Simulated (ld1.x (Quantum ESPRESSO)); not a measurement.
**Scattering properties, ultrasoft potential for Pb**

```
Element                 : Pb
Generator               : ld1.x (Quantum ESPRESSO) 7.5
Type                    : ultrasoft
Functional              : LDA (PZ)
Relativity              : scalar-relativistic
Frozen core             : [Xe] 4f14
Valence charge          : 14
Reference configuration : 5d10 6s2 6p1.5 (charge +0.5)
Partial waves           : 6s (bound): rcut 1.60, rcutus 2.00 bohr; 6s channel at -0.25 Ry: rcut 1.60, rcutus 2.00 bohr; 6p (bound): rcut 1.55, rcutus 2.10 bohr; 6p channel at -0.15 Ry: rcut 1.55, rcutus 2.10 bohr; 5d (bound): rcut 1.50, rcutus 2.05 bohr; 5d channel at -0.35 Ry: rcut 1.50, rcutus 2.05 bohr
Local potential         : all-electron potential smoothed inside 1.95 bohr (lloc = -1)
Core correction         : none
Augmentation charge     : PSQ, radius 1.70 bohr
```

The phase is arctan(r·u′/u) with u = r·R(r), unwrapped; energies in Ry, scanned from -4 to 5 Ry. A pole is an energy at which the radial function vanishes at the test radius. The pseudo phase is shifted by a multiple of π to meet the all-electron one at the reference energy, and phase errors are pseudo minus all-electron; the curves can meet again beyond the range given. Levels narrower than the energy grid can be missing from the lists of poles. n/a: not evaluated, since a narrow level or a reset projector energy made the automatic matching unsafe.

```
channel  radius (bohr)  reference energy (Ry)  poles, all-electron  poles, pseudo  unbroken range about the reference energy with phases within 0.05 rad  phase error 1 Ry above the reference energy (rad)
      s           2.31                  -1.16                 1.25           1.25                                                        the whole range                                             -0.000
      p           2.31                  -0.50                 3.46           3.56                                                                    n/a                                                n/a
      d           2.31                  -1.83                -1.50          -1.50                                                              below 1.8                                             -0.000
```

Note: ghost state, extra bound levels that the all-electron valence spectrum of the same l lacks: p at -24.6 eV. A true bound ghost makes a file unfit for plane-wave use.

Phases in the d channel:

```
E (Ry)  all-electron  pseudo
 -4.00         1.318   1.317
 -3.76         1.304   1.303
 -3.52         1.287   1.286
 -3.28         1.264   1.263
 -3.04         1.232   1.231
 -2.80         1.184   1.183
 -2.56         1.098   1.097
 -2.32         0.894   0.892
 -2.08         0.057   0.055
 -1.84        -1.205  -1.205
 -1.60        -1.514  -1.514
 -1.36        -1.628  -1.628
 -1.12        -1.691  -1.691
 -0.88        -1.734  -1.734
 -0.64        -1.769  -1.769
 -0.40        -1.801  -1.801
 -0.16        -1.832  -1.832
  0.08        -1.865  -1.865
  0.32        -1.900  -1.901
  0.56        -1.942  -1.943
  0.80        -1.991  -1.994
  1.04        -2.053  -2.058
  1.28        -2.134  -2.144
  1.52        -2.244  -2.264
  1.76        -2.400  -2.441
  2.00        -2.627  -2.707
  2.24        -2.946  -3.085
  2.48        -3.329  -3.510
  2.72        -3.684  -3.860
  2.96        -3.950  -4.100
  3.20        -4.133  -4.259
  3.44        -4.260  -4.368
  3.68        -4.351  -4.447
  3.92        -4.418  -4.507
  4.16        -4.470  -4.554
  4.40        -4.511  -4.593
  4.64        -4.545  -4.625
  4.88        -4.573  -4.654
```
